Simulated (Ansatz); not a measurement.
Ideal-gas functions of `O=[C](S)[AlH][OH]` at 400 K and 1 bar, from an Ansatz frequency run at PBE0-D4/def2-TZVP.

Molar mass 106.08 g/mol, point group C1 (symmetry number 1), electronic degeneracy 1, moments of inertia 107.118, 252.146, 350.88 u Å². Harmonic wavenumbers (cm⁻¹, unscaled): 48, 84, 196, 294, 326, 356, 426, 440, 521, 563, 650, 763, 875, 971, 1740, 1993, 2705, 3973.

Use S(trans) = R[1.5 ln M + 2.5 ln T − 1.1517]; rotational temperatures θ = 24.2544 K / I; S(rot) = R[ln(√π/σ · √(T³/θAθBθC)) + 1.5]; for each mode x = 1.438777 ν̃/T, S = R[x/(eˣ − 1) − ln(1 − e⁻ˣ)] and H = RT x/(eˣ − 1); 1 cm⁻¹ = 0.0119627 kJ/mol; R = 8.31446 J/(mol·K).

Task: By hand: the entropy, in J/(mol·K).

Result: Translation 173.1. Rotation: θ = 0.2264, 0.0962, 0.0691 K, giving 119.0. Vibration, mode by mode: 22.93, 18.30, 11.39, 8.23, 7.45, 6.80, 5.53, 5.31, 4.21, 3.74, 2.92, 2.12, 1.54, 1.17, 0.12, 0.05, 0.01, 0.00, in all 101.8. Electronic 0.0. Sum 393.9 J/(mol·K).

Task: By hand: H − E and G − E in kJ/mol, counted from the electronic energy.

Result: Zero-point energy ½ × 16924 × 0.0119627 = 101.2; thermal vibration 20.7; translation, rotation and pV give 4 RT = 13.3. H − E = 135.2 kJ/mol, and G − E = 135.2 − 400 × 393.9/1000 = -22.4 kJ/mol.

Vibration gives 26 % of the entropy, 41.2 J/(mol·K) of it from the modes under 150 cm⁻¹: soft modes count most, and the harmonic formula is weakest for them. The sum counts one conformer and one mirror image; others add a mixing term.
